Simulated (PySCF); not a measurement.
**Si²⁺: ionisation energy**

Si²⁺ [Ne] 3s2 (1S) → Si³⁺ [Ne] 3s1 (2S), as a difference of total energies. Calculation: PySCF 2.14, in dyall-av3z (19s12p3d2f, 84 functions); the spin-free X2C one-electron Hamiltonian (Gaussian nucleus). Correlated levels: valence: [Ne] frozen; virtual orbitals above 40 to 60 times the deepest correlated orbital energy dropped. The calculations carry no spin-orbit coupling.

| method | ionisation energy (eV) |
| --- | --- |
| UHF | 32.019 |
| MP2 (valence) | 32.900 |
| SCS-MP2 (valence) | 33.077 |
| CCSD (valence) | 33.250 |

Errors of the correlated levels include the incompleteness of this basis and the frozen core.

With two correlated electrons CCSD is exact in that space.

Which method comes closest to the reference value, and which is furthest?

The reference is 33.493 eV (measured; NIST Atomic Spectra Database, ionization energies). Closest: CCSD (valence) (error -0.243 eV); furthest: UHF (error -1.474 eV).
